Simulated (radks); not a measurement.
Spherical quantum dot in the effective-mass picture: electrons in a hard-walled sphere of radius 3.35, all in effective atomic units (hartree* = m*/eps^2 hartree, bohr* = eps/m* bohr), one dielectric constant everywhere. Method: non-relativistic Kohn-Sham, r2SCAN, spin-polarised, spherical densities, generalised Kohn-Sham scheme; computed with a radial shooting solver with Libxc functionals. Levels are named by radial order and angular momentum (1s, 1p, 1d, 2s, ...), and open shells are averaged over m.

N = 17, configuration 1s2 1p6 1d(up 5, down 4). This is the lowest configuration that the search found. Occupied and some empty levels:

level    occupation  eigenvalue (hartree*)  <r> (bohr*)
1s up             1                 6.9287        2.170
1s down           1                 6.9463        2.165
1p up             3                 7.1963        2.280
1p down           3                 7.2161        2.278
1d up             5                 7.6439        2.369
1d down           4                 7.6662        2.368
1f up             0                 8.2462        2.443
1f down           0                 8.2710        2.442
2s up             0                 8.5128        1.510
2s down           0                 8.5256        1.511
2p up             0                 9.3291        1.762
2p down           0                 9.3456        1.761

Energy (hartree*): total 71.4691, kinetic 22.099, external 0, Hartree 57.262, exchange-correlation -7.8925.

Electron density:

r (bohr*)  n(r) (e/bohr*^3)
0.178               0.01188
0.344               0.01396
0.511               0.01779
0.678               0.02396
0.845               0.03319
1.01                0.04632
1.18                0.06389
1.34                0.08639
1.51                 0.1132
1.68                 0.1428
1.85                 0.1721
2.01                 0.1964
2.18                 0.2105
2.35                 0.2087
2.51                 0.1876
2.68                 0.1477
2.85                0.09708
3.01                0.04736
3.18                0.01227
3.35             0.00002424
